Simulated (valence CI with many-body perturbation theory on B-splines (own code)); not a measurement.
The numbers below are computed, except where a source is named.
## Au VIII: input, log and results

The program does CI of the valence electrons with many-body perturbation theory for a frozen closed Dirac-Fock core.

Command, and the settings that its task file holds:

```sh
python run_cv.py task.json out
```

```
atom Au  Z=79  mass_number=197  rms_radius_fm=5.4371
core [Xe] 4f14
valence 5d5
avg = 1
basis = S
breit = 1
cap = 10000
capref = 1200
cscale = 1
de = 0.0
dress = 0
eps = 2e-08
extrap = 1
h = 0.27
hh = 1
l2 = 3
lcore = 6
maxit = 60
n2 = 5
natural = 1
nlev = 20
nno = [3, 3, 3, 3, 1]
nroot = 26
nsp = [3, 3, 2, 2, 0]
pt2 = 1
qed = 1
rpa = 1
s1 = 1
s2 = 1
s3 = 1
screen = 1
tol = 2e-05
whole = 1
```

**Question.** What became of the run, and why?

**Answer.** It gave no result: the electrons of core and valence do not add up to the charge. The program said: "core and valence hold 73 electrons, the ion has 72".
